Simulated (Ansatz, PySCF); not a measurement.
Gas-phase reaction (SMILES): C[Si](C)(C)N + O (H2O) → C[Si](C)(C)O + N (NH3); water cleaves one Si-N bond, a model of a ligand-exchange step.

Geometries: B3LYP-D3(BJ)/def2-TZVP minima from Ansatz (a first-principles code), one conformer each, not searched for the lowest. Cores are frozen in the correlated levels unless marked. Spin-orbit coupling is left out. No relativistic terms. Basis-set limits of correlation are two-point, X^-3; Hartree-Fock from the larger set. Thermal terms are rigid-rotor harmonic-oscillator values from B3LYP-D3(BJ) frequencies (Ansatz or PySCF) at 298.15 K and 1 atm. 1 Eh = 627.5095 kcal/mol.

```tsv
species	E, CCSD(T)/CBS(cc-pV(T+d)Z,cc-pV(Q+d)Z) (Ansatz) (Eh)	E, B3LYP-D3(BJ)/def2-TZVPD (Ansatz + dftd3) (Eh)	H - E (Eh)
C[Si](C)(C)N	-464.62283	-465.38728	0.14628
O (H2O)	-76.37426	-76.46738	0.02495
C[Si](C)(C)O	-484.51204	-485.28430	0.13401
N (NH3)	-56.50369	-56.58902	0.03799
```

Task: Work out ΔE and ΔH at 298.15 K at the first level, then ΔH at the second.

Result: 
1. ΔE = [(-484.51204) + (-56.50369)] - [(-464.62283) + (-76.37426)] = -0.01864 Eh = -11.7 kcal/mol at CCSD(T)/CBS(cc-pV(T+d)Z,cc-pV(Q+d)Z).
2. The terms H - E add up to 0.00077 Eh, so ΔH = (-0.01864 + (0.00077))×627.5095 = -11.2 kcal/mol.
3. At B3LYP-D3(BJ)/def2-TZVPD the same steps give ΔE = -11.7 and ΔH = -11.2 kcal/mol, a shift of +0.0 from the first level.
4. These values are not checked against measurement here, since the tables used lack a sound gas-phase enthalpy of formation for at least one species.
